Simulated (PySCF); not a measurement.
Compound: C₅H₉BO₂.
Z-matrix (Å and degrees, PBE0-D3(BJ)/def2-SVP geometry), rows numbered from 1:
```
C 
C   1  1.3319
C   2  1.5016  1  124.21
C   3  1.5288  2  113.04  1   112.26
C   4  1.5166  3  110.67  2    70.41
O   5  1.4116  4  111.49  3    50.97
B   6  1.3582  5  120.49  4   -24.37
O   7  1.3594  6  123.28  5    -1.67
H   1  1.0929  2  121.62  3  -178.81
H   1  1.0952  2  121.32  3     1.39
H   2  1.0971  1  119.76  3   179.71
H   3  1.1020  2  108.34  1    -8.73
H   4  1.1007  3  110.23  2   -52.19
H   4  1.1030  3  108.47  2  -169.60
H   5  1.1012  4  110.75  3   171.06
H   5  1.1045  4  110.84  3   -70.56
H   7  1.2052  6  118.36  5   178.09
```

Computed with PySCF at B3LYP/def2-SVPD, non-relativistic, on one gas-phase PBE0-D3(BJ)/def2-SVP geometry that isn't relaxed in the solvent. The solvent is an IEF-PCM continuum (cavity from Bondi-type radii × 1.2), and excitations are vertical TDDFT with non-equilibrium linear response and a frozen core. Only the electrostatic response of the medium enters.

Gas-phase singlets (H = HOMO, L = LUMO):

```csv
state,E (eV),λ (nm),f,leading configuration
S1,6.743,184,0.099,H→L 49%
S2,6.962,178,0.034,H-1→L 40%
S3,7.092,175,0.021,H→L+1 86%
S4,7.200,172,0.011,H→L+2 93%
S5,7.459,166,0.021,H-3→L 78%
```

How does the list change in benzene (ε = 2.271)?

```json
{"state": "S1", "E (eV)": "6.745", "λ (nm)": "184", "f": "0.226", "leading configuration": "H→L 65%", "change by rank (eV)": "+0.002"}
{"state": "S2", "E (eV)": "7.009", "λ (nm)": "177", "f": "0.039", "leading configuration": "H-1→L 53%", "change by rank (eV)": "+0.047"}
{"state": "S3", "E (eV)": "7.091", "λ (nm)": "175", "f": "0.034", "leading configuration": "H→L+1 82%", "change by rank (eV)": "-0.001"}
{"state": "S4", "E (eV)": "7.171", "λ (nm)": "173", "f": "0.010", "leading configuration": "H→L+2 89%", "change by rank (eV)": "-0.029"}
{"state": "S5", "E (eV)": "7.432", "λ (nm)": "167", "f": "0.142", "leading configuration": "H-3→L 47%", "change by rank (eV)": "-0.027"}
```

How do the frontier levels move from gas to benzene?

```
orbital  gas (eV)  solvent (eV)  change (eV)                  Löwdin shares, gas              Löwdin shares, solvent
 LUMO+2      0.44          0.48        +0.04  B7 19 %, O6 16 %, O8 15 %, H11 9 %  B7 25 %, O6 18 %, O8 17 %, H17 9 %
 LUMO+1      0.25          0.34        +0.09   B7 23 %, C4 11 %, C5 8 %, H13 8 %     B7 31 %, C4 9 %, C5 7 %, O6 7 %
   LUMO     -0.47         -0.36        +0.11   C1 35 %, C2 33 %, H10 6 %, H9 6 %   C1 35 %, C2 33 %, H10 6 %, H9 6 %
   HOMO     -7.65         -7.55        +0.10    C1 33 %, C2 30 %, O8 9 %, C3 5 %    C1 34 %, C2 31 %, O8 8 %, C3 5 %
 HOMO-1     -8.34         -8.31        +0.03    O6 35 %, O8 26 %, C5 8 %, C2 6 %    O6 35 %, O8 25 %, C5 8 %, C2 6 %
 HOMO-2     -8.53         -8.49        +0.04   O6 27 %, O8 24 %, C4 10 %, C5 9 %  O6 26 %, O8 24 %, C4 11 %, C5 10 %
 HOMO-3     -8.98         -8.88        +0.10  O6 13 %, O8 13 %, C5 11 %, C3 11 %  C3 12 %, C5 12 %, O8 11 %, C2 11 %
```

The HOMO–LUMO gap goes from 7.18 to 7.20 eV.
